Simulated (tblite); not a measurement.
Species: C₅H₁₁NSSi.
Geometry (GFN2-xTB, Å), atoms numbered from 1 in this order:
```
atom  x, y, z in Å
C1    -3.3180   -1.1837    0.3649
C2    -2.0949   -0.7762    0.6799
C3    -0.9060   -0.9587   -0.1704
N4    -0.8473   -1.5494   -1.2860
C5     0.3658   -0.3481    0.3542
C6     0.3487    1.1557    0.1058
S7     1.7806    2.0023    0.8621
Si8    3.3908    1.3255   -0.3803
H9    -3.5376   -1.6816   -0.5670
H10   -4.1555   -1.0342    1.0247
H11   -1.9201   -0.2782    1.6241
H12   -1.7277   -1.9346   -1.6208
H13    0.4641   -0.5365    1.4252
H14    1.2104   -0.7965   -0.1696
H15   -0.5268    1.6188    0.5615
H16    0.3475    1.3703   -0.9625
H17    3.7055   -0.0630   -0.0600
H18    2.9372    1.4505   -1.7597
H19    4.4735    2.2269   -0.0336
```

Method: GFN2-xTB as coded in tblite; computed harmonic values from a numerical Hessian at the method's own geometry, unscaled. This tight-binding method is rough: wavenumbers can miss measured ones by several per cent, in bad cases by 10 to 20. Modes of hydrogen on silicon can be 10 to 20 % off. One conformer, not necessarily the lowest. The optimisation stopped once no atom felt more than 0.01 eV/Å.

Lowest wavenumbers of the output (negative numbers stand for imaginary wavenumbers):
```
mode    cm-1
  1     -27.8
  2      29.4
  3      47.2
  4      78.8
  5     114.5
  6     149.9
  7     183.4
  8     265.7
  9     298.4
 10     409.5
 11     435.2
 12     509.5
 13     537.0
 14     556.2
 15     568.7
```

Is this structure a minimum?

Not by this Hessian. 1 mode is imaginary beyond 20i (28i cm⁻¹), so at this level the point lies at or near a first-order saddle. The curvature is small, so loose convergence or finite differences may be the whole cause.

Which atoms move in the imaginary mode?

28i: C1 (terminal =CH2 carbon) 39 %, H9 (vinylic hydrogen) 17 %. These are shares of the mass-weighted motion.

What is the remedy?

Step along that mode in both directions, optimise again with tighter thresholds and repeat the frequencies. The zero-point energy of this point (90.3 kcal/mol) counts the 50 real modes alone, and thermal corrections from it aren't those of a minimum.

Time: 0.83 s wall. Hardware: Intel Xeon Platinum 8488C, one thread, no GPU (shared host). The figure is for the frequency step alone.
